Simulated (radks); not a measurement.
Spherical quantum dot in the effective-mass picture: electrons in a hard-walled sphere of radius 4.55, all in effective atomic units (hartree* = m*/eps^2 hartree, bohr* = eps/m* bohr), one dielectric constant everywhere. Calculated with a radial shooting solver with Libxc functionals: non-relativistic Kohn-Sham, exchange-only LDA, spin-polarised, spherical densities. Levels are named by radial order and angular momentum (1s, 1p, 1d, 2s, ...), and open shells are averaged over m. Results are scaled to m* = 0.06 and eps = 5.4, for which hartree* = 55.99 meV and bohr* = 4.763 nm.

N = 29, configuration 1s2 1p6 1d10 1f(up 7, down 4). This is the lowest configuration that the search found. Occupied and some empty levels:

level,occupation,eigenvalue (meV),<r> (nm)
1s up,1,457.41,15.40
1s down,1,459.10,15.35
1p up,3,463.55,15.76
1p down,3,465.30,15.73
1d up,5,474.71,16.12
1d down,5,476.51,16.10
1f up,7,490.35,16.43
1f down,4,492.19,16.42
1g up,0,510.13,16.71
2s up,0,511.25,9.606
2s down,0,511.79,9.582
1g down,0,512.00,16.71
2p up,0,533.37,11.31
2p down,0,534.16,11.29
2d up,0,560.15,12.39
2d down,0,561.14,12.37

Energy (meV): total 7578.50, kinetic 1671.6, external 0, Hartree 6469.2, exchange-correlation -562.29.
